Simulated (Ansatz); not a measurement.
Species: GaF, net charge 0, singlet state. 
Coordinates optimised at B3LYP-D3(BJ)/def2-TZVP (Ansatz, a first-principles code):
SMILES: [Ga][F]
```xyz
2

Ga     0.0000     0.0000    -0.4051
F      0.0000     0.0000     1.3954
```
Charge 0, spin multiplicity 1.

Basis-set convergence of Hartree-Fock and CCSD(T) correlation energies (hartree) with Ansatz. Cores are frozen in the correlated levels unless marked. No spin-orbit coupling. The frozen core is the preceding noble-gas configuration, with the filled d and f shells of earlier blocks. No relativistic terms.

| basis | functions | E(HF) | E(corr, CCSD(T)) |
|---|---|---|---|
| def2-SVPD | 61 | -2022.42245 | -0.26610 |
| def2-TZVPPD | 94 | -2022.79103 | -0.32978 |
| def2-QZVPPD | 161 | -2022.83498 | -0.35472 |

Extrapolating the two largest sets (X = 3 and 4) as X^-3: E(corr) = (64·(-0.35472) - 27·(-0.32978))/37 = -0.3729 Eh, an estimate of the basis-set limit. The largest set recovers 95.1 % of it, the smallest 71.4 %.
